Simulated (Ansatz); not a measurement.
Program: Ansatz. Geometries: PBE0-D4/def2-TZVP. ΔE: electronic, gas phase. CCSD(T)/CBS adds triple-zeta CCSD(T) − MP2 to the extrapolated MP2 energy (def2 sets, frozen cores). This one scheme is used for every species, atoms too. Functionals use def2-TZVPP. No spin–orbit coupling; open shells (•) take unrestricted orbitals. For Br outer-core shells are correlated without core-valence functions, so the limit isn't a true one: a few kJ/mol of doubt a bond, and 10 to 20 or more in all where bonds break to atoms. Scalar relativity is left out up to krypton. One conformer a species, not always the lowest.

Reaction (hydrogen abstraction from the Al–H bond): `[NH2][AlH][Br]` + H• → `[NH2][Al][Br]`• + H₂

`[NH2][AlH][Br]`:

Z-matrix (Å, degrees):
```
N
Al 1 1.756
H 1 1.007 2 125.0
H 1 1.007 2 124.3 3 -180.0
Br 2 2.258 1 117.4 3 -0.0
H 2 1.571 1 121.8 3 180.0
```

`[NH2][Al][Br]`•:

```xyz
5

N     0.190   -0.130    0.761
Al   -1.014   -0.184   -0.529
Br   -0.340    0.536   -2.585
H     1.137    0.194    0.639
H     0.027   -0.417    1.713
```

H₂:

Cartesian coordinates in Å:
```
H 0.359 -0.059 -0.083
H -0.359 0.059 0.083
```

```json
{"level": "ωB97X-V", "ΔE (kcal/mol)": "-17.9"}
{"level": "BHLYP", "ΔE (kcal/mol)": "-20.4"}
{"level": "CCSD(T)/def2-SVP", "ΔE (kcal/mol)": "-17.5"}
{"level": "SCS-MP2/def2-QZVPP", "ΔE (kcal/mol)": "-19.3"}
```

What does CCSD(T)/CBS give? (Estimate.)

Ansatz gave: -20.4 kcal/mol. The listed levels differ from it by 2.5, 0.0, 2.9, 1.1 kcal/mol.

Largest T1 diagnostic among the species: 0.011.

Leaving LDA and LC-ωPBE aside and taking each functional with its dispersion term where it has one, the values, not all of them listed here, spread over 7.5 kcal/mol, from revPBE-D4 to B97M-V. From PBE to PBE0 (25 % exact exchange), in def2-TZVPP and without D4, ΔE moves by +1.5 kcal/mol.
